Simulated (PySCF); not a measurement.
**`C1=C(C(C)=O)C=CC1=C`, C$_{8}$H$_{8}$O**

Geometry:
```tsv
atom	x (Å)	y (Å)	z (Å)
C1	3.176	0.150	0.433
C2	1.867	0.249	0.134
C3	1.237	1.195	-0.797
C4	-0.094	0.951	-0.800
C5	-0.382	-0.161	0.126
C6	-1.702	-0.762	0.438
C7	-2.905	-0.186	-0.266
O8	-1.801	-1.677	1.227
C9	0.790	-0.577	0.681
H10	3.915	0.813	-0.026
H11	3.539	-0.596	1.145
H12	1.773	1.951	-1.371
H13	-0.843	1.483	-1.387
H14	-3.009	0.886	-0.037
H15	-3.807	-0.722	0.054
H16	-2.791	-0.272	-1.359
H17	0.899	-1.384	1.405
```

The calculation used PySCF, quadratic response CAM-B3LYP/aug-cc-pVDZ first hyperpolarisability, Taylor convention, gas phase. Geometry: PBE0-D3(BJ)/def2-SVP.

Question: Give the tensor of the second harmonic β(−2ω;ω,ω) at 1064 nm in the axes of these coordinates.

Answer: In au, Taylor convention; rows are the first index (the induced dipole):
```
       xx     yy     zz      xy     xz     yz
x  +374.2  +40.2  -28.7  +173.0  -76.7  -38.4
y  +159.0  -94.2  -26.8   +28.3  -26.6   +8.0
z   -65.2   +9.2  +85.9   -24.1  -34.7  -29.6
```
Norm of βᵢ = ⅓ Σⱼ (βᵢⱼⱼ + βⱼᵢⱼ + βⱼⱼᵢ): 377.1 au, hyper-Rayleigh value 192.4 au.
